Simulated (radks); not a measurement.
Values are calculated unless marked as measured or tabulated.
Spherical jellium clusters: N electrons in a uniform positive sphere of charge N and radius rs N^(1/3), rs = 3.8 bohr. Level of theory: non-relativistic Kohn-Sham, PBE, spin-polarised, spherical densities (a radial shooting solver with Libxc functionals). Levels are named by radial order and angular momentum (1s, 1p, 1d, 2s, ...), and open shells are averaged over m.

N = 3, configuration 1s2 1p(up 1, down 0). This is the lowest configuration that the search found. Occupied and some empty levels:

level,occupation,eigenvalue (eV),<r> (bohr)
1s up,1,-4.1913,4.203
1s down,1,-3.8380,3.996
1p up,1,-2.2198,5.574
1p down,0,-1.6888,5.619
1d up,0,-0.35270,8.468

Energy (eV): total -4.44503, kinetic 5.6352, external -50.519, Hartree 24.077, exchange-correlation -10.450, background 26.811.
